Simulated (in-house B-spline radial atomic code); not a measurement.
Ionisation energies with and without relativity, with size and susceptibility from the Dirac run. Dirac energy differences include first-order Breit, QED and recoil terms. NIST's values go from ground level to ground level; the uncertainty of those that are theory runs from under 0.1 % in few-electron ions to several per cent in heavy many-electron ones. Computed with a B-spline radial code for spherical atoms: non-relativistic Hartree-Fock and Dirac-Hartree-Fock, averages of the configuration (point nuclei without relativity, finite nuclei with it).

| ion | configuration | configuration after | ionisation non-relativistic (eV) | ionisation Dirac Breit and QED (eV) | tabulated value (eV) | tabulated kind | radius at density 0.001 (bohr) | diamagnetic susceptibility (10⁻⁶ cm³/mol) |
| --- | --- | --- | --- | --- | --- | --- | --- | --- |
| Rb+ | [Ar] 3d10 4s2 4p6 | [Ar] 3d10 4s2 4p5 | 26.556 | 26.570 | 27.28954 | measured | 3.629 | -24.897 |
| Sr+ | [Kr] 5s1 | [Ar] 3d10 4s2 4p6 | 10.288 | 10.438 | 11.03028 | measured | 4.523 | -35.65 |
| Zr+ | [Kr] 4d2 5s1 | [Kr] 4d2 | 11.647 | 11.918 | 13.13 | measured | 4.513 | -36.404 |
| Nb+ | [Kr] 4d4 | [Kr] 4d3 | 12.693 | 12.461 | 14.32 | semi-empirical | 4.041 | -31.154 |
| Mo+ | [Kr] 4d5 | [Kr] 4d4 | 13.963 | 13.706 | 16.16 | semi-empirical | 3.949 | -30.593 |
| Tc+ | [Kr] 4d5 5s1 | [Kr] 4d5 | 13.076 | 13.508 | 15.26 | semi-empirical | 4.252 | -34.398 |
| Ru+ | [Kr] 4d7 | [Kr] 4d6 | 16.487 | 16.173 | 16.76 | semi-empirical | 3.762 | -29.274 |
| Rh+ | [Kr] 4d8 | [Kr] 4d7 | 17.752 | 17.407 | 18.08 | semi-empirical | 3.673 | -28.589 |
| Pd+ | [Kr] 4d9 | [Kr] 4d8 | 19.025 | 18.647 | 19.43 | semi-empirical | 3.589 | -27.908 |
| Ag+ | [Kr] 4d10 | [Kr] 4d9 | 20.307 | 19.895 | 21.4844 | measured | 3.509 | -27.24 |
| Cd+ | [Kr] 4d10 5s1 | [Kr] 4d10 | 14.824 | 15.543 | 16.90831 | measured | 3.902 | -30.473 |
| In+ | [Kr] 4d10 5s2 | [Kr] 4d10 5s1 | 16.284 | 17.019 | 18.87041 | measured | 4.074 | -32.729 |
| Sn+ | [Kr] 4d10 5s2 5p1 | [Kr] 4d10 5s2 | 13.627 | 13.645 | 14.63307 | measured | 4.279 | -36.374 |
